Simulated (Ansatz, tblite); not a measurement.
Removing an electron: Nb2(F)10 (Nb2F10). Charge 0, multiplicity 1. Geometry: PBE-D4/def2-SVP. Ansatz, gas phase; energy differences of separate SCF runs; the oxidised species was run as a doublet alone.

```xyz
12

Nb   -0.666    0.118   -1.584
F     0.598   -1.211   -1.955
F    -2.081   -0.826   -2.294
F    -1.746    1.414   -0.775
F    -0.129    1.217   -2.964
F    -0.816   -0.854    0.280
Nb    0.666   -0.118    1.585
F    -0.598    1.211    1.955
F     2.081    0.826    2.294
F     1.746   -1.414    0.775
F     0.129   -1.217    2.964
F     0.816    0.854   -0.280
```

In the def2 sets Nb takes a core potential; there is no spin–orbit coupling. The xTB rows come from tblite. B3LYP takes the VWN-RPA correlation. HOMO above LUMO, or a gap near zero within one spin, warns that the state may not be the lowest or that an electron is smeared out.

```
             level  −HOMO (eV)  vertical IE (eV)  −LUMO (eV)  HOMO–LUMO gap (eV)                                     remarks
          GFN1-xTB       13.37             15.88       10.32                3.05                                           –
          GFN2-xTB       15.42             18.13       12.17                3.25                                           –
  PBE-D4/def2-TZVP       10.38             12.98        5.04                5.34  gap within one spin near zero (+1 doublet)
B3LYP-D4/def2-TZVP       12.22             14.21        4.70                7.52                                           –
 PBE0-D4/def2-TZVP       12.54             14.35        4.45                8.08                                           –
```

  Raw xTB energy differences between charge states are shifted by several eV; the methods need an empirical correction for them.
